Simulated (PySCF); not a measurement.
# Vibration and rotation of ZnN⁺

ROHF-CCSD(T) constants of ZnN⁺, ³Σ⁻ (triplet), unpaired electrons π ↑↑ (basis Zn 6-31G(d,p), N 6-31G(d,p); no relativity; PySCF 2.14; masses 63.9291 and 14.0031 u):

```
ωe            : 425.6 cm⁻¹
ωexe          : 5.17 cm⁻¹
Be            : 0.36584 cm⁻¹
αe            : 0.00512 cm⁻¹
De to Zn⁺ + N : 0.91 eV
```

**Question.** What force constant and bond length do these constants imply?

**Answer.** Reduced mass μred = 11.487 u; k = 5.8918×10⁻⁷·μred·ωe² (u, cm⁻¹, mdyn/Å) = 1.23 mdyn/Å; Re = √(16.8576/(μred·Be)) (u, cm⁻¹, Å) = 2.003 Å.

**Question.** Estimate the centrifugal constant D from the Kratzer relation and find the Dunham coefficient a1.

**Answer.** D = 4Be³/ωe² = 1.08e-06 cm⁻¹; a1 = −1 − αeωe/(6Be²) = -3.71.

Correlated steps freeze 6 core orbitals. Correlated levels converge slowly with the basis: in double zeta they bind strong bonds too weakly, by up to about 1 eV, and carry superposition errors of some tenths. For an ion De counts to the pair picked by the measured ionisation energies or electron affinities, which need not be the lowest pair at this level. The CCSD T1 diagnostic is raised, a sign that a single reference may not be enough here. The state is the lowest determinant that a PBE0 search found; another state may lie lower at other levels.
